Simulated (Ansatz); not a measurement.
KNa3 (the lowest singlet isomer of a short search) was relaxed with r2SCAN (def2-TZVP) in Ansatz in these states: charge +1 doublet, neutral quintet, neutral triplet. The geometries follow in no particular order.

A:

Cartesian coordinates in Å:
```
Na 0.4406 -2.3083 -0.1877
Na -2.3443 0.2023 0.1453
Na 0.8643 0.6839 2.0730
K 1.0394 1.4221 -2.0306
```

B:

| atom | x (Å) | y (Å) | z (Å) |
| --- | --- | --- | --- |
| Na1 | -1.316 | -0.922 | -0.233 |
| Na2 | 1.102 | 1.085 | 0.488 |
| Na3 | -1.985 | 1.516 | 2.403 |
| K4 | 2.200 | -1.679 | -2.659 |

C:

```tsv
atom	x (Å)	y (Å)	z (Å)
Na1	-1.888	-0.346	0.451
Na2	1.808	0.605	-0.503
Na3	-0.854	2.773	-0.539
K4	0.934	-3.031	0.591
```

**Question.** Judge from the bond lengths which geometry belongs to which state (an estimate).

**Answer.** A is the neutral quintet (Na1–Na2 3.764 Å, Na1–K4 4.204 Å, Na2–K4 4.204 Å); B is the charge +1 doublet (Na1–Na2 3.224 Å, Na1–K4 4.338 Å, Na2–K4 4.330 Å); C is the neutral triplet (Na1–Na2 3.934 Å, Na1–K4 3.897 Å, Na2–K4 3.897 Å).

At PBE0/def2-TZVP a broken-symmetry singlet lies 1.24 eV below the neutral quintet. At PBE0/def2-TZVP a broken-symmetry singlet lies 0.10 eV below the neutral triplet. These are the stationary points nearest to one start from a short search; other shapes may lie lower in each state.
